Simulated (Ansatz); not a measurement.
Job for Ansatz (an electronic-structure program): U-CCSD(T)/cc-pVTZ on BrGeH (SMILES [GeH][Br]), a point of a bond scan (R = 1.283 Å). The run froze 28 orbitals, filled d shells among them.

Ansatz 0.2 input:
```yaml
crystal:
  periodic: [false, false, false]
  atoms:
    - {symbol: Ge, position_ang: [-0.68565162, -0.57867936, 0.82194038]}
    - {symbol: H, position_ang: [-1.51568458, -0.97432170, -0.07225005]}
    - {symbol: Br, position_ang: [0.67611556, 0.55974206, -0.74303699]}
basis:
  gaussian:
    orbitals: cc-pVTZ
correlation: {method: ccsd_t, electrons: outside_noble_gas}
scf: {omitted_lower_state_checks: [cluster_reference]}
magnetization: {spin_polarized: true, initial_magnetization: 0}
```

Output:

```
WARN ansatz: RAYON_NUM_THREADS=1 ignored (pool sized by the plan → 1); use --threads N
Functional definition: HF
these checks for a lower state are left out or cut short: cluster_reference
integrals: 0.17 GiB planned
642 factors; integrals over basis functions are off by at most 1.3e-3 eV
mean field: 0.40 GiB planned
mean field evaluation 1: about -126489.6642 eV, gradient 8.4e0 eV
mean field evaluation 2: about -126489.6665 eV, gradient 8.4e0 eV
mean field evaluation 4: about -126490.2582 eV, gradient 1.1e0 eV
mean field evaluation 8: about -126490.2716 eV, gradient 1.8e-3 eV
mean field evaluation 16: about -126490.2910 eV, gradient 8.3e-3 eV
mean field evaluation 32: about -126490.2873 eV, gradient 1.6e-1 eV
mean field -126490.29104850 eV, -4648.4324578338 hartree, gradient 1.9e-6 eV, S^2 0.193072; 4 other end points of the search recorded, 0 dependent functions left out
28 core orbitals not correlated
reference -126490.29104850 eV, -4648.4324578338 hartree; 6, 6 occupied and 66, 66 virtual orbitals, 642 factors
second order -6.70993455 eV of doubles, -0.00000000 eV of singles
coupled cluster: 0.33 GiB planned
cycle   1  -7.26356678 eV  change   -5.5e-1 eV  update   7.5e-2
cycle   2  -7.49038784 eV  change   -2.3e-1 eV  update   3.7e-2
cycle   3  -7.56205116 eV  change   -7.2e-2 eV  update   2.9e-2
cycle   4  -7.58677319 eV  change   -2.5e-2 eV  update   2.2e-2
cycle   5  -7.61710183 eV  change   -3.0e-2 eV  update   1.3e-2
cycle   6  -7.63030098 eV  change   -1.3e-2 eV  update   6.4e-3
cycle   7  -7.63280692 eV  change   -2.5e-3 eV  update   2.5e-3
cycle   8  -7.63345928 eV  change   -6.5e-4 eV  update   9.5e-4
cycle   9  -7.63328293 eV  change    1.8e-4 eV  update   4.1e-4
cycle  10  -7.63330952 eV  change   -2.7e-5 eV  update   1.3e-4
cycle  11  -7.63338006 eV  change   -7.1e-5 eV  update   5.9e-5
cycle  12  -7.63337232 eV  change    7.7e-6 eV  update   2.3e-5
cycle  13  -7.63336748 eV  change    4.8e-6 eV  update   1.0e-5
coupled cluster: 0.33 GiB planned
perturbative correction -0.30704779 eV, -0.0112837981 hartree
Total energy: -126498.23146377 eV, -4648.7242627128 hartree
Checks for a lower state left out: cluster_reference
```

The calculation finished and met its thresholds. Its determinant has ⟨S²⟩ = 0.19, a mixture of spin states.

Cost: about 9 core-seconds (a rough figure).
